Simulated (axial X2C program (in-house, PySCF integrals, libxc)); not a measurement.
**SeCO⁺: properties at the nuclei**

Computed with an in-house all-electron X2C program for linear molecules (integrals from PySCF): two-component X2C with atomic mean-field Coulomb and Gaunt terms, Gaussian nuclei, basis Se dyall-v3z, C dyall-v3z, O dyall-av3z with contracted cores.

Se–C–O held linear, with bonds 1.793 and 1.124 Å (near the PBE0 minimum at charge 1 of the determinant lowest at the starting distance; the state shown can have its own minimum elsewhere, held linear; other orders of the atoms were not compared).

Input and command:
```json
{"zs": [34, 6, 8], "q": 1, "bas": ["dyall-v3z", "dyall-v3z", "dyall-av3z"], "r0": [1.86, 1.13], "symm": 0, "scan": ["PBE0", "HF", "TPSSh"], "levels": ["PBE0", "HF", "TPSSh"], "nst": 2}
```
```bash
python solin.py task.json out
```

Keys: zs atomic numbers; q charge; bas basis sets; r0 starting distance in Å; symm equal bonds; scan levels of the two-bond scan; levels methods; nst determinants followed.

Determinant lowest in the PBE0 search, Ω = 3/2 (⟨Sz⟩ = 0.50, ⟨Lz⟩ = 1.00 at PBE0), spin on the atoms Se 0.46, C -0.02, O 0.06:

| level | Eeff magnitude (GV/cm) | Ws magnitude Se (kHz) | A∥/gI Se (MHz) | qzz Se (a.u.) | A∥/gI C (MHz) | qzz C (a.u.) | A∥/gI O (MHz) | qzz O (a.u.) |
| --- | --- | --- | --- | --- | --- | --- | --- | --- |
| PBE0 | 0.391 | 0.1 | 438 | 4.67 | -3.46 | -0.54 | 37.6 | -0.44 |
| HF | 0.86 | 0.233 | 482 | 5.62 | -17.6 | -0.76 | 49.4 | -0.52 |
| TPSSh | 0.38 | 0.0986 | 435 | 4.67 | -2.05 | -0.50 | 36.2 | -0.42 |

Determinant 0.22 eV from it at PBE0 and this distance, Ω = 1/2 (⟨Sz⟩ = -0.50, ⟨Lz⟩ = 1.00 at PBE0), spin on the atoms Se -0.47, C 0.03, O -0.06:

| level | Eeff magnitude (GV/cm) | Ws magnitude Se (kHz) | A∥/gI Se (MHz) | qzz Se (a.u.) | A∥/gI C (MHz) | qzz C (a.u.) | A∥/gI O (MHz) | qzz O (a.u.) |
| --- | --- | --- | --- | --- | --- | --- | --- | --- |
| PBE0 | 0.000772 | 0.0316 | 2530 | 4.39 | 38.3 | -0.53 | 154 | -0.43 |
| HF | 0.353 | 0.267 | 2340 | 5.33 | 40.4 | -0.76 | 152 | -0.52 |
| TPSSh | 0.0233 | 0.00647 | 2490 | 4.40 | 41.7 | -0.50 | 156 | -0.41 |

Eeff is the effective electric field on the electron electric dipole moment in this Ω state and Ws the scalar–pseudoscalar constant of the nucleus named (defined with the proton number Z and per Ω); A∥ (defined per Ω) follows by multiplying with gI = μI/(I μN); qzz is the electric field gradient, eQq0 = 234.96 MHz × Q/barn × qzz. The operators were transformed with the bare-nucleus X2C matrices; with these basis sets, hyperfine constants and field gradients can be off by tens of per cent, and where levels differ in sign neither size nor sign is settled.

Task: With gI(77Se) = 1.0701, gI(17O) = -0.7575, Q(17O) = -0.02558 barn (g factors from the IAEA table of nuclear moments by Stone; Q from Pyykkö, Mol. Phys. 2018), turn the PBE0 values of the first state into constants in MHz.

Result: A∥(77Se) = 438 × 1.0701 = 469 MHz; A∥(17O) = 37.6 × -0.7575 = -28.5 MHz; eQq0(17O) = 234.96 × (-0.02558) × (-0.44) = 2.64 MHz.

The molecule was held linear; bending was not examined, so a bent shape may lie lower.

Each state is one determinant with collinear spin. Unrestricted Hartree–Fock can overshoot spin polarisation at the nuclei. In the state Ω = 1/2 the sign of Eeff differs between levels (HF, TPSSh against PBE0). Where Eeff spreads by more than a factor of two the levels disagree and none is to be relied on. The search compared states at one distance, so a state with another bond length can lie lower. The sign of Ws at Se differs between levels in the second state. Where a field gradient or hyperfine factor spreads by more than a factor of two over the levels, a constant derived from it is not to be relied on. PBE0 term energies can be off by some tenths of an eV.
